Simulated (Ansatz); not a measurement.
Molecule: sum formula AlO2FH2, net charge 0, singlet state. 
Geometry from a B3LYP-D3(BJ)/def2-TZVP (Ansatz, an electronic-structure program) optimisation:
```
Al
F 1 1.6426
O 1 1.6866 2 116.70
H 3 0.9568 1 125.62 2 -180.00
O 1 1.6866 2 116.70 3 -180.00
H 5 0.9568 1 125.62 2 180.00
```

Property: atomisation energy (electronic, to ground-state atoms); the coupled-cluster value holds the core correlation from cc-pwCVTZ, in eV. Cores are frozen in the correlated levels unless marked. Open shells are spin-unrestricted. No spin-orbit coupling. No relativistic terms. CBS(X,Y): correlation extrapolated as X^-3; Hartree-Fock from the larger set (for Q and 5 zeta extrapolated as (X+1)exp(-9√X)).

Level to compare with: CCSD(T)/CBS(cc-pV(Q+d)Z,cc-pV(5+d)Z) plus the core term (Ansatz), 25.64 eV. It is a level with limits of its own, and the differences hold the functionals' basis error too.

**Question.** Rank these functionals by how close they come to CCSD(T)/CBS(cc-pV(Q+d)Z,cc-pV(5+d)Z), closest first: BLYP/def2-TZVPD (Ansatz); r2SCAN/def2-TZVPD (Ansatz); r2SCANh/def2-TZVPD (Ansatz).

**Answer.** r2SCAN/def2-TZVPD (meta-GGA, 25.30 eV, difference -0.34), BLYP/def2-TZVPD (GGA, 25.05 eV, difference -0.59), r2SCANh/def2-TZVPD (hybrid meta-GGA, 24.99 eV, difference -0.65)
